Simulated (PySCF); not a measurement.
# PBE on Zr⁺ (zirconium, charge +1)

Configuration: [Kr] 4d2 5s1, high-spin 4F determinant. Calculation: PySCF 2.14, in aug-cc-pVDZ-PP with ECP28MDF (5s5p4d2f, 54 functions); a scalar-relativistic core potential.

```json
{
  "Total energy": "-46.5153 hartree",
  "One-electron energy": "-74.7801 hartree",
  "Hartree (Coulomb) energy": "33.8953 hartree",
  "Exchange-correlation energy": "-5.6305 hartree",
  "⟨S²⟩": "3.7505",
  "⟨L²⟩": "12.003",
  "Sum of ⟨r⟩": "18.55 bohr",
  "Sum of ⟨r²⟩": "40.80 bohr²",
  "Time after the integrals": "0.49 s of wall time on 1 thread of Neoverse-V1 (shared host)"
}
```

```csv
shell,electrons,mean orbital energy (eV),"rms radius, mean of both spins (bohr)"
4s α,1,-61.737,1.30
4s β,1,-60.615,1.30
4p α,3,-39.655,1.47
4p β,3,-38.377,1.47
4d α,2,-10.939,2.35
5s α,1,-10.472,3.65
```

Energies and moments cover only the electrons outside the core potential.
